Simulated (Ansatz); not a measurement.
Total energies of W(NH)2Br2 (WBr2N2H2) from Ansatz at PBE0-D4/def2-TZVPD, gas phase (1 Eh = 27.2114 eV = 2625.5 kJ/mol). The reference geometry is relaxed at PBE-D4/def2-SVP.

```xyz
7

W    -0.195    0.354    0.239
N     0.259    0.411   -1.457
H     0.642    0.025   -2.326
N     0.190   -1.224    0.908
H     0.549   -2.184    0.868
Br   -2.628    0.618    0.351
Br    1.184    2.000    1.418
```

```
            state                     geometry  energy (Eh)
 charge 0 singlet                    reference  -5325.60765
charge -1 doublet                    reference  -5325.65058
charge -1 doublet  relaxed at PBE-D4/def2-SVPD  -5325.66833
```

In the def2 sets W takes a core potential; there is no spin–orbit coupling.

Work out the vertical electron affinity, to the doublet.

E(charge 0 singlet) − E(charge -1 doublet) = -5325.60765 − (-5325.65058) = 0.04293 Eh = 1.17 eV.

How much does the charge -1 doublet relax, and what is the adiabatic electron affinity?

Relaxation: -5325.65058 − (-5325.66833) = 0.01775 Eh = 0.48 eV. Adiabatic electron affinity: 0.06068 Eh = 1.65 eV, without zero-point energy. 

The restricted singlet is unstable towards broken spin symmetry in Hartree–Fock (as tested in another run); at PBE0-D4/def2-TZVPD this wasn't settled. At PBE0-D4/def2-TZVPD the highest occupied level of the charge -1 doublet lies above zero (up to 0.40 eV). By energy differences its removal costs 1.17 eV (vertical, to the charge 0 singlet, at PBE0-D4/def2-TZVPD); a positive level beside a positive removal energy at the same level points to self-interaction error.
